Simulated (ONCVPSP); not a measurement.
# antimony (Sb): excitation energies, all-electron against ONCV

Sb (Z = 51), optimised norm-conserving Vanderbilt (ONCV), made with ONCVPSP 4.0.1 (LDA (Perdew-Zunger), scalar-relativistic). Core [Ar] 3d10, reference 4s2 4p6 4d10 5s2 5p3. Waves: 4s+5s: rc 1.30 bohr, ncon 3, nbas 8, qcut 10.5 1/bohr, 2 projectors; 4p+5p: rc 1.10 bohr, ncon 4, nbas 7, qcut 12.6 1/bohr, 2 projectors; 4d: rc 1.15 bohr, ncon 4, nbas 8, qcut 16 1/bohr, 2 projectors, debl 0.4 Ha. Local part: polynomial inside 1.00 bohr (lpopt 4, dvloc0 0 Ha). Core correction: Teter function, fcfact 5.5, rcfact 1.4.

In the d channel the program set the typed energies aside and used -1.233, 0.250 Ha.

Energies are relative to the spin-unpolarised reference configuration 4s2 4p6 4d10 5s2 5p3; without spin polarisation the order of configurations can differ from experiment.

Give the all-electron excitation energy and the error of the potential for: 4s2 4p6 4d10 5s2 5p2; 4s2 4p6 4d10 5s2 5p1; 4s2 4p6 4d10 5s2 5p0; 4s2 4p6 4d10 5s0 5p5.

```tsv
valence configuration	charge	ΔE all-electron (eV)	error AE − PS (meV)
4s2 4p6 4d10 5s2 5p2	+1	8.521	-1.5
4s2 4p6 4d10 5s2 5p1	+2	24.774	-4.5
4s2 4p6 4d10 5s2 5p0	+3	49.559	-9.4
4s2 4p6 4d10 5s0 5p5	0	16.646	-4.0
```

Levels in the configuration 4s2 4p6 4d10 5s2 5p0:

| level | all-electron (eV) | pseudo (eV) |
| --- | --- | --- |
| 4s | -178.110 | -178.115 |
| 4p | -131.187 | -131.185 |
| 4d | -62.943 | -62.941 |
| 5s | -39.398 | -39.397 |
